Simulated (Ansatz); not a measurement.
Ansatz (an electronic-structure program) input (B3LYP/def2-TZVPD):

Ansatz 0.2 input:
```yaml
crystal:
  periodic: [false, false, false]
  atoms:
    - {symbol: O, position_ang: [0.97013396, -1.28921011, -0.00044763]}
    - {symbol: Si, position_ang: [0.17822724, 0.07248800, 0.02477548]}
    - {symbol: O, position_ang: [-1.45765833, -0.57902015, -0.21301473]}
    - {symbol: F, position_ang: [-0.00093698, 0.82202282, 1.37224976]}
    - {symbol: F, position_ang: [0.37819171, 1.06820009, -1.14860490]}
    - {symbol: H, position_ang: [1.89554230, -1.45433381, -0.21310209]}
    - {symbol: H, position_ang: [-1.60694276, -1.50242333, -0.48589931]}
    - {symbol: H, position_ang: [-2.27887863, -0.12423894, 0.04703979]}
basis:
  gaussian:
    orbitals: def2-TZVPD
hamiltonian:
  xc: {name: B3LYP}
total_charge: 1
output: {forces: true}
```

Output:

```
Functional definition: B3LYP
integrals: 0.16 GiB planned
1204 factors; their error is unknown
0.35 GiB of the device are held for the grids
1.29 GiB of device memory are held for the factors and their scratch space
mean field: 1.12 GiB planned
mean field evaluation 1: about -17438.2311 eV, gradient 1.2e2 eV
mean field evaluation 2: about -17410.6788 eV, gradient 1.7e2 eV
mean field evaluation 4: about -17457.4054 eV, gradient 9.3e0 eV
mean field evaluation 8: about -17457.5331 eV, gradient 1.6e-1 eV
mean field evaluation 16: about -17457.5578 eV, gradient 1.6e-4 eV
mean field -17457.55783645 eV, -641.5534173317 hartree, gradient 3.7e-5 eV, S^2 0.000000; 0 other end points of the search recorded, 0 dependent functions left out
the calculation of the forces begins
reference -17457.55810911 eV, -641.5534273517 hartree; 25, 25 occupied and 205, 205 virtual orbitals, 1204 factors
Total energy: -17457.55810911 eV, -641.5534273517 hartree
Atom 0 at     0.970134    -1.289210    -0.000448 Å, force     0.000814    -0.019480     0.008690 eV/Å
Atom 1 at     0.178227     0.072488     0.024775 Å, force    -0.008011     0.011149    -0.005267 eV/Å
Atom 2 at    -1.457658    -0.579020    -0.213015 Å, force     0.024967     0.011558    -0.007700 eV/Å
Atom 3 at    -0.000937     0.822023     1.372250 Å, force    -0.000673     0.010414     0.023647 eV/Å
Atom 4 at     0.378192     1.068200    -1.148605 Å, force     0.003139     0.015036    -0.017219 eV/Å
Atom 5 at     1.895542    -1.454334    -0.213102 Å, force     0.027878    -0.010497    -0.005210 eV/Å
Atom 6 at    -1.606943    -1.502423    -0.485899 Å, force    -0.024113    -0.012008    -0.001095 eV/Å
Atom 7 at    -2.278879    -0.124239     0.047040 Å, force    -0.024000    -0.006171     0.004154 eV/Å
Dipole moment:    -0.678118    -0.726010    -0.201231 e Å
```

It need not be the lowest isomer of its formula.
